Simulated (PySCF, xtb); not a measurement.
1-fluoro-1-methylcyclopropane (C4H7F), SMILES C1CC1(F)C.

GFN2-xTB (xtb 6.7.1) at its own geometry gives an orbital gap of 9.43 eV and a dipole moment of 2.31 D.

Geometry optimised at PBE-D3(BJ)/def2-SVP.

Problem. What does PBE/def2-TZVP run with PySCF give? (The exact figures need the calculation; the answer reports its results.)

Solution. gap 6.87 eV (levels -6.42 and 0.45 eV), dipole 1.64 D.
